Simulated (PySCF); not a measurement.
**How methods differ on the excitation energy of In**

In [Kr] 4d10 5s2 5p1 (2P) → In [Kr] 4d10 5s2 6s1 (2S), as a difference of total energies. Calculation: PySCF 2.14, in x2c-TZVPPall with one added diffuse shell each of s, p, d, f type (9s7p5d3f, 76 functions); the spin-free X2C one-electron Hamiltonian (Gaussian nucleus). Correlated levels: valence and next inner shell: [Ar] 3d10 frozen. The calculations carry no spin-orbit coupling.

| method | excitation energy (eV) | error (eV) |
| --- | --- | --- |
| UHF | 2.874 | +0.035 |
| MP2 (valence and next inner shell) | 2.850 | +0.011 |
| SCS-MP2 (valence and next inner shell) | 2.828 | -0.011 |
| CCSD (valence and next inner shell) | 2.918 | +0.079 |
| CCSD(T) (valence and next inner shell) | 2.914 | +0.075 |

Reference: 2.839 eV (measured; NIST levels, between the centres of gravity of the two terms).

Errors of the correlated levels include the incompleteness of this basis and the frozen core.

The promoted electron is Rydberg-like, and one or two diffuse shells describe it only roughly, which tends to raise the upper state.
